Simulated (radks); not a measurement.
Species: Al IV. Configuration: [Ne] (the NIST ground configuration). All-electron calculation, scalar-relativistic Kohn-Sham, PBE, spin-polarised, spherical densities, point nucleus. Program: a radial shooting solver on a logarithmic mesh with Libxc functionals.

X-ray form factor f0, the Fourier transform of the density (f0(0) = 10):

sin(theta)/lambda (1/angstrom),f0 (electrons)
0.05,9.933
0.1,9.735
0.15,9.418
0.2,9.002
0.25,8.508
0.3,7.961
0.4,6.801
0.5,5.676
0.6,4.682
0.8,3.208
1,2.334
1.25,1.768
1.5,1.487
2,1.194
